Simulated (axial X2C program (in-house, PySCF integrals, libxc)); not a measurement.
ScBr along the bond: PBE0, two-component

Computed with an in-house all-electron X2C program for linear molecules (integrals from PySCF). Two-component (2c) means X2C with spin–orbit coupling and atomic mean-field two-electron Coulomb and Gaunt terms. Basis: Br dyall-cv3z [8s9p6d4f1g], Sc dyall-cv3z [10s11p7d5f2g] (cores contracted in-house); Gaussian nuclei, density fitting, unrestricted open shells. Masses: Br 78.918 u, Sc 44.956 u.

State: Ω = 1 (⟨Sz⟩ = -1.00, ⟨Lz⟩ = 2.00 at PBE0). Dipoles are positive if Sc is the positive end.

Results along the bond:

| R (Å) | μ (D) | HOMO (eV) | LUMO (eV) |
| --- | --- | --- | --- |
| 2.150 | 2.826 | -3.98 | -1.79 |
| 2.249 | 3.130 | -4.23 | -1.88 |
| 2.323 | 3.398 | -4.40 | -1.96 |
| 2.397 | 3.698 | -4.57 | -2.03 |
| 2.471 | 4.022 | -4.74 | -2.11 |
| 2.558 | 4.427 | -4.93 | -2.21 |
| 2.644 | 4.855 | -5.10 | -2.30 |
| 2.755 | 5.432 | -5.22 | -2.43 |
| 2.891 | 6.164 | -5.37 | -2.59 |
| 3.089 | 7.259 | -5.58 | -2.82 |

The state is a single determinant with fixed occupations, the lowest that a limited PBE0 search found. Density functionals use the spin component along the axis (collinear). Other states lie close and PBE0, whose exact exchange favours high spin, may order them wrongly; the determinant shown need not be the ground state. The nearest other 2c determinant of the search, Ω = 3, lies 0.02 eV up at the distance of the search. Without a current term, density functionals place determinants with orbital angular momentum somewhat too high. With several unpaired electrons one determinant need not be a pure state.
